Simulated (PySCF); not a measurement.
PySCF input file for C5H5F, SMILES C(C=C)=C=CF, HF/pcSseg-1. Geometry: B3LYP-D3(BJ)/def2-SVP. This is a generated structure with no PubChem entry under its InChIKey; it may be hypothetical. Other conformers were not sampled.

```python
import numpy as np
from pyscf import gto, scf, dft
from pyscf.prop.nmr import rhf as nmr

mol = gto.M(
    atom='''
    C    -1.44450494   -2.18086189    1.53690287
    C    -0.75733051   -1.50138758    0.60560737
    C    -0.18277751   -0.17690059    0.83707340
    C     0.49917013    0.51575577   -0.05576114
    C     1.21180828    1.18034440   -0.92834019
    F     0.68434778    2.05504659   -1.80653488
    H    -1.61155548   -1.76598475    2.53593877
    H    -1.86146159   -3.16932581    1.33107477
    H    -0.60182225   -1.93308047   -0.38851652
    H    -0.34211045    0.25814400    1.83448669
    H     2.29962721    1.09312695   -1.02706384
    ''',
    basis='pcSseg-1',
    charge=0,
    spin=0,
    max_memory=1600,
    verbose=3,
)
mf = scf.RHF(mol)
mf.conv_tol = 1e-10
mf.max_cycle = 100
mf.kernel()
n = nmr.NMR(mf)
n.verbose = 2
n.max_cycle_cphf = 60
sigma = n.kernel()
print('atom   isotropic/ppm   span/ppm')
for i, s in enumerate(sigma):
    w = np.linalg.eigvalsh((s + s.T) / 2)
    print(f'{mol.atom_symbol(i):2s}{i + 1:3d} {w.mean():14.3f} {w[2] - w[0]:11.3f}')
```

Program output:

```
converged SCF energy = -291.543482563276
atom   isotropic/ppm   span/ppm
C   1         60.754     234.385
C   2         49.447     243.816
C   3         76.608     169.210
C   4        -23.738      37.795
C   5         59.278     124.274
F   6        389.188      67.768
H   7         25.955       7.391
H   8         26.004       6.656
H   9         25.288       5.594
H  10         25.096       4.837
H  11         24.313       4.695
```

The run converged.
